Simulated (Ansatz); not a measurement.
Isomers of Li₃Br₄ (doublet), relaxed with r2SCAN-D4/def2-SVP; total energies from Ansatz at RPA@PBE/def2-TZVP.

| isomer | description | energy (Eh) |
| --- | --- | --- |
| A | point group Cs; 9 × Br–Li 2.37 to 2.65 Å | -10314.18320 |
| B | point group C2v; 8 × Br–Li 2.35 to 2.56 Å | -10314.18773 |
| C | point group not assigned; 8 × Br–Li 2.32 to 2.66 Å | -10314.18018 |
| D | point group not assigned; 8 × Br–Li 2.32 to 2.66 Å | -10314.18032 |

Correlated methods freeze 36 core orbitals; core or outer-core shells of Li, Br are correlated, in sets that lack core-valence functions.

The isomers come from a short search, and lower ones may exist.

Question: Work out the relative energies (1 Eh = 2625.5 kJ/mol) and the Boltzmann populations at 500 K from electronic energies alone (R = 8.314 J/mol/K).

Answer: ΔE: A 11.9, B 0.0, C 19.8, D 19.5 kJ/mol. RT = 4.16 kJ/mol. Factors exp(−ΔE/RT): A 0.0572, B 1, C 0.00857, D 0.00921; sum 1.075. Populations: A 5.3 %, B 93.0 %, C 0.8 %, D 0.9 %. Zero-point energy, vibrational entropy and symmetry numbers are left out and can shift these; an error of 4 kJ/mol changes a ratio by a factor of 2.6. Over the other density-functional and correlated levels in def2 sets, the gap between B and A ranges from 3 to 8 kJ/mol.
